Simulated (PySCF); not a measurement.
C4H9O, SMILES [CH2]C(C)(C)O, multiplicity 2. The structure is a stationary point at PBE-D3(BJ)/def2-SVP. The isomer is the one that the SMILES or the coordinates give; other isomers of the formula were not compared. One conformer was computed; it need not be the lowest.

Computed equilibrium geometry at PBE-D3(BJ)/def2-SVP (PySCF confirms it by a frequency run) as Cartesian coordinates in Å (one conformer of several):
```xyz
14

C      0.6213     1.1596     0.7966
C      0.0130     0.0341     0.0154
C     -1.1782    -0.5884     0.7617
C      1.0632    -1.0355    -0.3252
O     -0.4216     0.5349    -1.2701
H      1.4180     1.7577     0.3269
H      0.3272     1.3841     1.8333
H     -0.8639    -1.0296     1.7297
H     -1.6406    -1.3820     0.1430
H     -1.9504     0.1800     0.9751
H      0.6065    -1.8091    -0.9761
H      1.9077    -0.5768    -0.8755
H      1.4521    -1.5196     0.5913
H     -1.0002     1.2976    -1.0782
```
Charge 0, spin multiplicity 2.
